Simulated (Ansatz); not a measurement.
Born–Oppenheimer molecular dynamics of C$_{2}$H$_{6}$BFOS (12 atoms, charge 0, multiplicity 1). It starts from a relaxed structure.

These are results of RKS PBE-D4/STO-3G (Ansatz), not measurements.

```
ensemble        : NVT, Nosé–Hoover chain
time step       : 0.25 fs
steps asked     : 220
set temperature : 700 K
thermostat      : time constant 20 fs, chain length 3
seed            : 769522
```

First frame:

```xyz
12
Properties=species:S:1:pos:R:3
B -1.092 -1.658 -1.067
C -0.384 -0.669 -0.044
O -1.119 -0.228 1.068
F -1.231 -0.152 -1.406
S 1.347 -0.238 -0.248
C 1.405 1.388 0.610
H -0.418 -2.234 -1.847
H -2.122 -2.140 -0.748
H -0.664 0.657 1.374
H 0.670 2.110 0.201
H 1.270 1.308 1.708
H 2.415 1.801 0.433
```

Question: What does the run give?

Answer: The run went to its last step.

- steps done: 220
- time covered: 55 fs
- mean temperature over the second half: 651 K
- spread of the potential energy over the second half: 10.7 meV per atom
- mean potential energy of the second half above the start: 53.7 meV per atom

The conserved energy stayed within 0.18 meV per atom of its start (net change 0.16 meV per atom), so the integration is sound. A run of 0.055 ps of so small a system gives no equilibrium averages. Limits of this set-up: minimal basis.

Question: What happens to the structure?

Answer: The same pairs are bonded in the first frame and the last. Pairs count as bonded within 1.25 times the sum of covalent radii (0.12 Å more for H–H). This is one draw of velocities; another would differ in detail.

Question: How do temperature and energy run in time?

Answer: 
```json
{"time (fs)": "0.0", "T (K)": "700", "potential energy less start (eV)": "0.000", "conserved less start (meV/atom)": "0.00"}
{"time (fs)": "1.8", "T (K)": "504", "potential energy less start (eV)": "0.256", "conserved less start (meV/atom)": "0.11"}
{"time (fs)": "3.5", "T (K)": "456", "potential energy less start (eV)": "0.319", "conserved less start (meV/atom)": "0.08"}
{"time (fs)": "5.2", "T (K)": "453", "potential energy less start (eV)": "0.329", "conserved less start (meV/atom)": "0.04"}
{"time (fs)": "7.0", "T (K)": "254", "potential energy less start (eV)": "0.594", "conserved less start (meV/atom)": "0.12"}
{"time (fs)": "8.8", "T (K)": "301", "potential energy less start (eV)": "0.541", "conserved less start (meV/atom)": "0.10"}
{"time (fs)": "10.5", "T (K)": "467", "potential energy less start (eV)": "0.344", "conserved less start (meV/atom)": "0.04"}
{"time (fs)": "12.2", "T (K)": "421", "potential energy less start (eV)": "0.429", "conserved less start (meV/atom)": "0.09"}
{"time (fs)": "14.0", "T (K)": "440", "potential energy less start (eV)": "0.431", "conserved less start (meV/atom)": "0.09"}
{"time (fs)": "15.8", "T (K)": "527", "potential energy less start (eV)": "0.353", "conserved less start (meV/atom)": "0.05"}
{"time (fs)": "17.5", "T (K)": "461", "potential energy less start (eV)": "0.478", "conserved less start (meV/atom)": "0.11"}
{"time (fs)": "19.2", "T (K)": "469", "potential energy less start (eV)": "0.505", "conserved less start (meV/atom)": "0.10"}
{"time (fs)": "21.0", "T (K)": "551", "potential energy less start (eV)": "0.442", "conserved less start (meV/atom)": "0.09"}
{"time (fs)": "22.8", "T (K)": "564", "potential energy less start (eV)": "0.473", "conserved less start (meV/atom)": "0.06"}
{"time (fs)": "24.5", "T (K)": "395", "potential energy less start (eV)": "0.731", "conserved less start (meV/atom)": "0.13"}
{"time (fs)": "26.2", "T (K)": "393", "potential energy less start (eV)": "0.762", "conserved less start (meV/atom)": "0.11"}
{"time (fs)": "28.0", "T (K)": "493", "potential energy less start (eV)": "0.666", "conserved less start (meV/atom)": "0.09"}
{"time (fs)": "29.8", "T (K)": "508", "potential energy less start (eV)": "0.681", "conserved less start (meV/atom)": "0.14"}
{"time (fs)": "31.5", "T (K)": "684", "potential energy less start (eV)": "0.487", "conserved less start (meV/atom)": "0.10"}
{"time (fs)": "33.2", "T (K)": "823", "potential energy less start (eV)": "0.344", "conserved less start (meV/atom)": "0.09"}
{"time (fs)": "35.0", "T (K)": "782", "potential energy less start (eV)": "0.427", "conserved less start (meV/atom)": "0.09"}
{"time (fs)": "36.8", "T (K)": "635", "potential energy less start (eV)": "0.637", "conserved less start (meV/atom)": "0.15"}
{"time (fs)": "38.5", "T (K)": "633", "potential energy less start (eV)": "0.656", "conserved less start (meV/atom)": "0.09"}
{"time (fs)": "40.2", "T (K)": "576", "potential energy less start (eV)": "0.744", "conserved less start (meV/atom)": "0.14"}
{"time (fs)": "42.0", "T (K)": "600", "potential energy less start (eV)": "0.728", "conserved less start (meV/atom)": "0.11"}
{"time (fs)": "43.8", "T (K)": "616", "potential energy less start (eV)": "0.722", "conserved less start (meV/atom)": "0.15"}
{"time (fs)": "45.5", "T (K)": "713", "potential energy less start (eV)": "0.612", "conserved less start (meV/atom)": "0.09"}
{"time (fs)": "47.2", "T (K)": "640", "potential energy less start (eV)": "0.724", "conserved less start (meV/atom)": "0.13"}
{"time (fs)": "49.0", "T (K)": "605", "potential energy less start (eV)": "0.784", "conserved less start (meV/atom)": "0.15"}
{"time (fs)": "50.8", "T (K)": "758", "potential energy less start (eV)": "0.603", "conserved less start (meV/atom)": "0.09"}
{"time (fs)": "52.5", "T (K)": "738", "potential energy less start (eV)": "0.647", "conserved less start (meV/atom)": "0.10"}
{"time (fs)": "54.2", "T (K)": "583", "potential energy less start (eV)": "0.863", "conserved less start (meV/atom)": "0.18"}
```

Run time: 8.6 min on 1 thread of Intel(R) Xeon(R) Platinum 8375C CPU @ 2.90GHz (Ice Lake) (shared host), peak memory 0.11 GiB.
